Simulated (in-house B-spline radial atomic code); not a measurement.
Whole-atom quantities along the 19-electron series, configuration [Ar] 3d1. Computed with a radial B-spline atomic code at the basis-set limit: non-relativistic Hartree-Fock, average of the configuration, point nuclei.

This level leaves out relativity, spin-orbit splitting included, which matters for heavy ions.

| ion | Z | E/Z² (Eh) | Σ<r²> (bohr²) | n(0)/Z³ (bohr⁻³) | Lamb diamagnetic shielding (ppm) | repulsion over attraction |
| --- | --- | --- | --- | --- | --- | --- |
| Tc24+ | 43 | -2.08 | 1.6238 | 0.69994 | 3467.81 | 0.084393 |
| Ru25+ | 44 | -2.0887 | 1.5314 | 0.70076 | 3556.59 | 0.082652 |
| Rh26+ | 45 | -2.0971 | 1.4467 | 0.70153 | 3645.37 | 0.08098 |
| Pd27+ | 46 | -2.1051 | 1.369 | 0.70228 | 3734.15 | 0.079372 |
| Ag28+ | 47 | -2.1129 | 1.2974 | 0.703 | 3822.93 | 0.077825 |
| Cd29+ | 48 | -2.1203 | 1.2313 | 0.7037 | 3911.7 | 0.076335 |
| In30+ | 49 | -2.1275 | 1.1701 | 0.70437 | 4000.48 | 0.074901 |
| Sn31+ | 50 | -2.1344 | 1.1134 | 0.70501 | 4089.25 | 0.073518 |
| Sb32+ | 51 | -2.141 | 1.0608 | 0.70563 | 4178.02 | 0.072184 |
| Te33+ | 52 | -2.1474 | 1.0119 | 0.70623 | 4266.79 | 0.070897 |
| I34+ | 53 | -2.1536 | 0.96624 | 0.70681 | 4355.56 | 0.069654 |
| Xe35+ | 54 | -2.1596 | 0.92365 | 0.70737 | 4444.32 | 0.068453 |
| Cs36+ | 55 | -2.1654 | 0.88383 | 0.70791 | 4533.09 | 0.067293 |
| Ba37+ | 56 | -2.171 | 0.84654 | 0.70844 | 4621.86 | 0.06617 |
| La38+ | 57 | -2.1764 | 0.81157 | 0.70894 | 4710.62 | 0.065084 |

Q: With what power of Z does the column «Σ<r²> (bohr²)» change over this range?

A: A fit of the logarithm of its size against log Z from Z = 43 to 57 has slope -2.46. Unscreened non-relativistic hydrogenic orbitals would give -2.
